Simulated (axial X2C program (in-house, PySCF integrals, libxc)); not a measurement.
# InTe: cheaper levels and CCSD(T), with spin–orbit coupling

Computed with an in-house relativistic program for diatomic molecules. Two-component (2c) means X2C with spin–orbit coupling and atomic mean-field two-electron Coulomb and Gaunt terms. Basis: Te dyall-cv3z [11s12p8d4f1g], In dyall-cv3z [11s12p9d4f1g] (cores contracted in-house); Gaussian nuclei, density fitting, unrestricted open shells. Masses: Te 129.906 u, In 114.904 u.

State: Ω = 3/2 (⟨Sz⟩ = 0.50, ⟨Lz⟩ = 1.00 at HF); fragments Te + In.

```tsv
level	Re (Å)	ωe (cm⁻¹)	De (eV)
PBE0	2.843	159.6	n/a
HF	2.880	156.1	n/a
MP2	2.868	160.7	2.21
CCSD	2.873	159.2	2.11
BP86	2.871	152.7	n/a
```

Correlated methods: 9 electrons correlated (number of frozen shells: Te 4 s, 3 p, 2 d; In 4 s, 3 p, 2 d), 309 virtual spin orbitals or spinors in MP2, 110 natural virtuals in coupled cluster.

CCSD(T), same Hamiltonian and basis:

Re = 2.875 Å, ωe = 158.8 cm⁻¹, De = 2.21 eV; T1 = 0.014 (Lee–Taylor normalisation).

(1) Give the differences from CCSD(T) in the columns below.

The state is one determinant whose occupation by symmetry is held fixed; it was picked as the lowest of a PBE0 search that is not exhaustive. De is counted from the lowest determinant-based energies of the atoms at the same level, without counterpoise correction. De is not given where an atomic determinant may have missed its ground term or J level, or where the truncated virtual space spoils (T). Density functionals use the spin component along the axis (collinear). Coupled cluster ran in a truncated set of natural virtual spinors; the MP2 energy of the rest was added. (T) has no such correction and the atoms are truncated less, which lowers De at CCSD(T) by a hundredth of an eV or more. Other states lie close and PBE0, whose exact exchange favours high spin, may order them wrongly; the determinant shown need not be the ground state. The nearest other 2c determinant of the search, Ω = 1/2, lies 0.24 eV up at the distance of the search. The functionals have no current-density term, which raises determinants with orbital currents, atoms included. At some level and bond length an empty orbital lies below a filled one. With the outer-core shells frozen, correlated bond lengths of heavy atoms tend to come out a few hundredths of an ångström too long.

## Answers

(1) 

| level | ΔRe (Å) | Δωe (cm⁻¹) | ΔDe (eV) |
| --- | --- | --- | --- |
| PBE0 | -0.032 | 0.8 | n/a |
| HF | 0.005 | -2.7 | n/a |
| MP2 | -0.007 | 1.9 | 0.00 |
| CCSD | -0.002 | 0.4 | -0.10 |
| BP86 | -0.004 | -6.1 | n/a |
